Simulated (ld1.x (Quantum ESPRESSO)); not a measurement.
Plane-wave convergence, TM semilocal potential for Rh

| Item | Value |
| --- | --- |
| Element | Rh |
| Generator | ld1.x (Quantum ESPRESSO) 7.5 |
| Type | norm-conserving Troullier–Martins (semilocal form) |
| Functional | PBE |
| Relativity | scalar-relativistic |
| Frozen core | [Ar] 3d10 4s2 |
| Valence charge | 15 |
| Reference configuration | 4p6 4d8 5s1 5p0 |
| Partial waves | 5s (bound): rc 2.30 bohr; 4p (bound): rc 1.00 bohr; 4d (bound): rc 2.05 bohr |
| Local potential | the d channel |
| Core correction | Bessel-smoothed model core inside 0.80 bohr |

The pseudo-atom Hamiltonian at the reference potential is diagonalised in spherical Bessel functions j_l(qr) that vanish at 20 bohr, with q² up to the cutoff. All-electron valence levels (Ry): 5s -0.3160, 4p -3.7058, 5p -0.0625, 4d -0.4366.

**Question.** How do the lowest levels (Ry) of each channel move with the cutoff, and are there ghosts?

**Answer.**

| cutoff (Ry) | s #1 | s #2 | p #1 | p #2 | d #1 | Σ f·Δε (mRy) |
| --- | --- | --- | --- | --- | --- | --- |
| 8 | -0.3129 | 0.0089 | -2.3575 | -0.0243 | 0.0502 | 11987.9 |
| 21 | -0.3159 | 0.0086 | -3.5803 | -0.0587 | -0.2514 | 2235.3 |
| 45 | -0.3160 | 0.0086 | -3.6464 | -0.0612 | -0.4353 | 367.4 |
| 70 | -0.3160 | 0.0086 | -3.6987 | -0.0628 | -0.4365 | 44.1 |
| 120 | -0.3160 | 0.0086 | -3.7040 | -0.0630 | -0.4366 | 11.3 |
| 230 | -0.3160 | 0.0086 | -3.7059 | -0.0630 | -0.4366 | 0.3 |
| 400 | -0.3160 | 0.0086 | -3.7059 | -0.0630 | -0.4366 | 0.0 |

Result: no extra level below or beside the all-electron valence levels (s, p, d tested); the semilocal form is local in each channel, so this says nothing of the separable form that plane-wave codes build from it; 10 mRy is reached at 140 Ry and 1 mRy at 180 Ry.
